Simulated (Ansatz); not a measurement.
Ansatz results at the PBE0-D4/def2-TZVP geometry: HOMO energy (ωB97M-V/def2-TZVPP) -12.75 eV; HOMO–LUMO gap (PBE0/def2-TZVPP) 5.50 eV; HOMO–LUMO gap (PBE/def2-TZVPP) 3.48 eV.

**Question.** Which molecule gave them?
A. `[O]=[Ru](=[O])(=[O])=[O]`
B. `[O]=[Re](=[O])(=[O])[O][Re](=[O])(=[O])=[O]`
C. `[O]=[Al][OH]`
D. `[O]=[Al][Cl]`

**Answer.** A. The others give `[O]=[Re](=[O])(=[O])[O][Re](=[O])(=[O])=[O]`: -12.65, 6.44, 4.16; `[O]=[Al][Cl]`: -10.28, 5.30, 3.11; `[O]=[Al][OH]`: -9.91, 5.23, 3.01.
